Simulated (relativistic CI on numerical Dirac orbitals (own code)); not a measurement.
Calculated at this level of theory: Dirac-Coulomb-Breit CI, separate exchange-only KLI orbitals for each configuration, model QED (radiative potential, 1s self-energy scaled to tabulated hydrogen-like ionisation energies), unscaled Slater integrals (own radial code, finite nucleus).

The strongest absorption lines from the ground level of an ion, among the configurations computed and to levels below about 695 eV (vacuum wavelength in Å, gf): 34.750 (0.53), 35.158 (0.25), 35.178 (1.2), 35.458 (1.2), 36.118 (0.16), 42.519 (0.14), 45.025 (0.35), 52.065 (0.59).

Problem. Which ion is it?
A. I³⁷⁺
B. La⁴¹⁺
C. Pm⁴³⁺
D. Pm⁴⁵⁺

Solution. D. Pm⁴⁵⁺ has 16 electrons and the ground level 3s2.3p4 3P_2; the strongest line goes to 3s2.3p3.3d 3D°_3. The pattern of lines fixes the number of electrons, and along that sequence the line energies rise steadily with the charge (about as its square where n changes within one kind of shell, about linearly where n is kept but much faster in heavy ions where fine structure, which grows about as Z⁴, sets the gap, and irregularly where shells cross), which fixes Z. Configurations outside the model, such as inner-shell arrays, can give stronger lines. At this charge energies of transitions that change n are usually good to better than 1 %, and those within a shell (Δn = 0) to a few per cent.

LS names give the leading component of a level, which can be under half, so a name can repeat, a term be missing and a line seem to break the LS rules.
